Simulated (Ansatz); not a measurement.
Species: [Zn(CH3)(OCH3)] (charge 0, multiplicity 1).

### Question
Give a relaxed geometry from PBE-D3(BJ)/def2-SVP run with Ansatz (a first-principles code).

### Answer
Several could match; the one computed here: the end point of this relaxation, one of several conformers.
Cartesian coordinates (Å) in one orientation:
```xyz
10

Zn     0.600     0.123     0.287
C      1.290    -0.559    -1.377
H      0.803    -1.520    -1.643
H      2.382    -0.736    -1.305
H      1.109     0.158    -2.203
O      0.097     0.879     1.830
C     -0.997     0.499     2.614
H     -0.939    -0.551     3.001
H     -1.986     0.590     2.093
H     -1.061     1.157     3.513
```
